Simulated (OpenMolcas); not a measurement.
**OpenMolcas run: Hf+**

Input:

```
&GATEWAY
Coord
1

Hf 0.0 0.0 0.0
Basis=ANO-RCC-VQZP
Group=XYZ
NoMove
AngMom=0.0 0.0 0.0
AMFI
RX2C
&SEWARD
&RASSCF
FileOrb=start.orb
Symmetry=1
Spin=4
nActEl=3 0 0
Inactive=15 19
Ras2=6 0
CIRoot=17 17 1
SDav=20
CIMx=300
Iter=120 100
PrWF=0.3
OrbListing=Nothing
MaxOrb=0
Atom
>>> COPY $Project.JobIph JOB001
&RASSCF
FileOrb=start.orb
Symmetry=1
Spin=2
nActEl=3 0 0
Inactive=15 19
Ras2=6 0
CIRoot=70 70 1
SDav=70
CIMx=300
Iter=120 100
PrWF=0.3
OrbListing=Nothing
MaxOrb=0
Atom
CIOnly
>>> COPY $Project.JobIph JOB002
&RASSI
NrOfJobIphs=2 17 29
1 2 3 4 5 6 7 8 9 10 11 12 13 14 15 16 17
1 2 3 4 5 6 7 8 9 10 11 12 13 14 15 16 17 18 19 20 21 22 23 24 25 26 27
28 29
IphNames
JOB001
JOB002
EJob
SpinOrbit
DIPRint=1.0
SOCoupling=1000.0
Subsets=2
MEES
Property=10
'ANGMOM' 1 'ANGMOM' 2 'ANGMOM' 3 'MLTPL  1' 1 'MLTPL  1' 2 'MLTPL  1' 3
'AMFI' 1 'AMFI' 2 'AMFI' 3 'MLTPL  2' 6
SOProperty=3
'ANGMOM' 1 'ANGMOM' 2 'ANGMOM' 3
```

Launched by
```bash
OMP_NUM_THREADS=1 MOLCAS_MEM=2252 MOLCAS_PROJECT=a pymolcas a.inp > a.log  # once for each step of the input, in one work folder
```

A driver script runs the steps one by one and writes start.orb anew before each from the orbitals found so far, so a CI-only block uses the converged orbitals of the first block.

Output, cut to the results:

```
--- SEWARD ---
Basis set label: HF.ANO-RCC...9S8P6D4F3G2H.

      Electronic valence basis set:
      ------------------
      Associated Effective Charge  72.000000 au
      Associated Actual Charge     72.000000 au
      Nuclear Model: Point charge

      Shell  nPrim  nBasis  Cartesian Spherical Contaminant
         s      24       9        X
         p      21       8        X
         d      15       6                 X
         f      11       4                 X
         g       4       3                 X
         h       2       2                 X
RX2C
                  Relativistic X2C integrals
                  Atomic mean-field integrals
--- RASSCF ---
Wave function specifications:
      -----------------------------

      Number of closed shell electrons          68
      Number of electrons in active shells       3
      Max number of holes in RAS1 space          0
      Max nr of electrons in RAS3 space          0
      Number of inactive orbitals               34
      Number of active orbitals                  6
      Number of secondary orbitals             100
      Spin quantum number                      1.5
      State symmetry                             1
Orbital specifications:
      -----------------------

      Symmetry species                           1   2
                                                ag  au
      Frozen orbitals                            0   0
      Inactive orbitals                         15  19
      Active orbitals                            6   0
      RAS1 orbitals                              0   0
      RAS2 orbitals                              6   0
      RAS3 orbitals                              0   0
      Secondary orbitals                        45  55
      Deleted orbitals                           0   0
      Number of basis functions                 66  74
      Number of CSFs                            20
      Number of root(s) required                17
      Iter CI   SX   CI       RASSCF       Energy    max ROT     max BLB   max BLB  Level Ln srch  Step   QN
          iter iter root      energy       change     param      element    value   shift minimum  type update
 Nr of preliminary CI iterations:   1
      Total energies have been shifted. Add               -15000.00 au
        1   1   11    0   -74.52038392    0.00E+00   4.37E-03   18  23 2 -4.32E-03*  0.30   0.00    SX    NO
        2   1   12    0   -74.52044318   -5.93E-05*  9.05E-04   16  37 2 -4.77E-03*  0.30   0.00    SX    NO
        3   1   11    0   -74.52044278    4.06E-07*  8.27E-04   16  37 2  5.49E-03*  0.30   0.00    SX    NO
        4   1   11    0   -74.52043754    5.24E-06*  6.76E-04   16  37 2 -6.47E-03*  0.30   0.00    SX    NO
        5   1   11    0   -74.52042974    7.80E-06*  5.48E-04   16  37 2  7.56E-03*  0.30   0.46    SX   YES
        6   1   11    0   -74.52045137   -2.16E-05* -1.86E-04   16  37 2 -3.87E-03*  0.30   0.66    QN   YES
        7   1    7    0   -74.52045905   -7.69E-06*  3.48E-05   21  22 1 -1.11E-05   0.30   1.00    QN   YES
        8   1    7    0   -74.52045906   -1.66E-09   2.83E-05   21  22 1 -5.06E-06   0.30   1.67    QN   YES
      Convergence after  8 iterations
        9   1    7    0   -74.52045906   -3.71E-10   2.83E-05   16  51 2  2.52E-07   0.30   1.67    QN   YES
      Natural orbitals and occupation numbers for root  1
      sym 1:   0.978713   0.000000   0.021287   0.021287   0.978713   1.000000
      Natural orbitals and occupation numbers for root  2
      sym 1:   0.219511   0.780489   0.000000   0.780489   0.219511   1.000000
      Natural orbitals and occupation numbers for root  3
      sym 1:  -0.000000   0.853760   0.853760   0.146240   0.146240   1.000000
::    RASSCF root number  1 Total energy: -15074.55670274
::    RASSCF root number  2 Total energy: -15074.55670274
::    RASSCF root number  3 Total energy: -15074.55670274
::    RASSCF root number  4 Total energy: -15074.55670274
::    RASSCF root number  5 Total energy: -15074.55670274
::    RASSCF root number  6 Total energy: -15074.55670274
::    RASSCF root number  7 Total energy: -15074.55670274
::    RASSCF root number  8 Total energy: -15074.51759229
::    RASSCF root number  9 Total energy: -15074.51759229
::    RASSCF root number 10 Total energy: -15074.51759229
::    RASSCF root number 11 Total energy: -15074.48544399
::    RASSCF root number 12 Total energy: -15074.48544399
::    RASSCF root number 13 Total energy: -15074.48544399
...
--- RASSI ---
SPIN-FREE ENERGIES:
  (Shifted by EMIN (a.u.) =     -15074.5595346017)

 SF State       Relative EMIN(au)   Rel lowest level(eV)    D:o, cm**(-1)      L_eff

    18             0.0000000000        0.0000000000              0.0000         2.0
    19             0.0000000000        0.0000000000              0.0000         2.0
    20             0.0000000000        0.0000000000              0.0000         2.0
    21             0.0000000000        0.0000000000              0.0000         2.0
    22             0.0000000000        0.0000000000              0.0000         2.0
     6             0.0028318590        0.0770588097            621.5212         3.0
     7             0.0028318590        0.0770588097            621.5212         3.0
     1             0.0028318590        0.0770588097            621.5212         3.0
     2             0.0028318590        0.0770588097            621.5212         3.0
     3             0.0028318590        0.0770588097            621.5212         3.0
     4             0.0028318590        0.0770588097            621.5212         3.0
     5             0.0028318590        0.0770588097            621.5212         3.0
     8             0.0419423156        1.1413085502           9205.2743         1.0
     9             0.0419423156        1.1413085502           9205.2743         1.0
    10             0.0419423156        1.1413085502           9205.2743         1.0
    23             0.0550169102        1.4970863926          12074.8161         3.0
    24             0.0550169102        1.4970863926          12074.8161         3.0
    25             0.0550169102        1.4970863926          12074.8161         3.0
    26             0.0550169102        1.4970863926          12074.8161         3.0
    27             0.0550169102        1.4970863926          12074.8161         3.0
    28             0.0550169102        1.4970863926          12074.8161         3.0
...
```

Levels above the lowest, from the spin-orbit matrix, grouped by J:

```json
{"Configuration": "5d² 6s", "Term": "⁴F", "J": "3/2", "E (cm⁻¹)": "0.0", "g": "0.542", "Term weight %": "65", "Second": "35 5d 6s² ²D"}
{"Configuration": "5d² 6s", "Term": "⁴F", "J": "5/2", "E (cm⁻¹)": "1634", "g": "1.050", "Term weight %": "85", "Second": "12 5d 6s² ²D"}
{"Configuration": "5d 6s²", "Term": "²D", "J": "3/2", "E (cm⁻¹)": "2249", "g": "0.665", "Term weight %": "64", "Second": "34 5d² 6s ⁴F"}
{"Configuration": "5d² 6s", "Term": "⁴F", "J": "7/2", "E (cm⁻¹)": "3724", "g": "1.237", "Term weight %": "99", "Second": ""}
{"Configuration": "5d 6s²", "Term": "²D", "J": "5/2", "E (cm⁻¹)": "4361", "g": "1.182", "Term weight %": "84", "Second": "14 5d² 6s ⁴F"}
{"Configuration": "5d² 6s", "Term": "⁴F", "J": "9/2", "E (cm⁻¹)": "5873", "g": "1.331", "Term weight %": "99", "Second": ""}
{"Configuration": "5d² 6s", "Term": "⁴P", "J": "1/2", "E (cm⁻¹)": "11221", "g": "2.657", "Term weight %": "99", "Second": ""}
{"Configuration": "5d² 6s", "Term": "⁴P", "J": "3/2", "E (cm⁻¹)": "11876", "g": "1.723", "Term weight %": "98", "Second": ""}
{"Configuration": "5d² 6s", "Term": "⁴P", "J": "5/2", "E (cm⁻¹)": "12823", "g": "1.519", "Term weight %": "84", "Second": "8 ²D"}
{"Configuration": "5d² 6s", "Term": "²F", "J": "5/2", "E (cm⁻¹)": "13576", "g": "0.923", "Term weight %": "89", "Second": "8 ⁴P"}
{"Configuration": "5d² 6s", "Term": "²P", "J": "1/2", "E (cm⁻¹)": "14482", "g": "0.679", "Term weight %": "99", "Second": ""}
{"Configuration": "5d² 6s", "Term": "²P", "J": "3/2", "E (cm⁻¹)": "14959", "g": "1.159", "Term weight %": "69", "Second": "28 ²D"}
{"Configuration": "5d² 6s", "Term": "²F", "J": "7/2", "E (cm⁻¹)": "15928", "g": "1.041", "Term weight %": "59", "Second": "40 ²G"}
{"Configuration": "5d³", "Term": "⁴F", "J": "3/2", "E (cm⁻¹)": "16575", "g": "0.462", "Term weight %": "93", "Second": "6 5d² 6s ²P"}
{"Configuration": "5d² 6s", "Term": "²G", "J": "9/2", "E (cm⁻¹)": "17408", "g": "1.125", "Term weight %": "94", "Second": "5 5d³ ⁴F"}
{"Configuration": "5d³", "Term": "⁴F", "J": "5/2", "E (cm⁻¹)": "17755", "g": "1.041", "Term weight %": "94", "Second": "5 5d² 6s ²D"}
{"Configuration": "5d² 6s", "Term": "²G", "J": "7/2", "E (cm⁻¹)": "17803", "g": "1.016", "Term weight %": "54", "Second": "37 ²F"}
{"Configuration": "5d² 6s", "Term": "²D", "J": "3/2", "E (cm⁻¹)": "18918", "g": "0.916", "Term weight %": "68", "Second": "24 ²P"}
{"Configuration": "5d² 6s", "Term": "²D", "J": "5/2", "E (cm⁻¹)": "19353", "g": "1.202", "Term weight %": "84", "Second": "6 ⁴P"}
```

Against the 6 measured excited levels shown (NIST Handbook of Basic Atomic Spectroscopic Data) the mean absolute deviation is 4100 cm-1; the largest miss in energy is 5d² 6s ⁴F_3/2 [65 %]: computed -2249, measured 3645 cm⁻¹ (-161.7 %). Levels of one J stand in another order than measured, so their pairing by name is doubtful. These deviations count from the computed level that pairs with the measured ground level.

Without dynamic correlation excited terms often stand tens of per cent too high (terms of higher spin than the ground term too low), and those without a measured partner can miss by more than the paired ones. Some levels mix across a computed gap that differs much from the measured one, so their mixing is not that of the real levels. Terms from blocks run as CI alone lack orbitals of their own. The lowest computed level is not the ground level that NIST lists (2D3/2). Configurations are named by rounded mean occupations; where the s occupation lies near a half they are strongly mixed, a name can repeat and a true partner stay unpaired. A single d shell beside an s shell can misplace configurations of different d count against each other. The lowest spin-free term belongs to 5d 6s², not to the configuration of the lowest level. Measured partners are found by configuration, term and J. A level has none where our copy of the source lacks it or the pairing is in doubt (some pairs that miss far off the trend of their configuration count as doubtful), and it then counts in no deviation. Only configurations of the active space appear. The first state left out of the spin-orbit step lies near 24000 cm-1 above the lowest spin-free state of the reference (among the parities and spins computed), and the list stops at four fifths of that energy or lower.

The term weight is that of the spin-free term in the level, not the purity of its configuration. A share in square brackets marks a mixed level and gives the weight of the term that names it.
